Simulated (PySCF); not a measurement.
# Electron correlation in Ni¹³⁺ (nickel, charge +13)

[Ne] 3s2 3p3, high-spin 4S determinant. Computed with PySCF 2.14 in an uncontracted even-tempered set (19 s from 0.93 bohr⁻², ratio 2.5; 12 p from 1.2 bohr⁻², ratio 2.5; 5 d from 6.3 bohr⁻², ratio 2.7; 4 f from 9.5 bohr⁻², ratio 2.7), with scalar relativity by spin-free X2C-1e. Frozen: 1s2; 13 electrons correlated; the 22 highest virtual orbitals of each spin left out.

```csv
level,correlation energy (mhartree)
CCSD,-482.55
(T),-2.40
CCSD(T),-484.95
```

Diagnostics: T1 = 0.0012, D1 = 0.0038, largest double amplitude 0.037.

Q: Is a single reference adequate?

A: Yes, within this model without spin-orbit coupling: T1 lies below 0.03 and no double amplitude reaches 0.07.
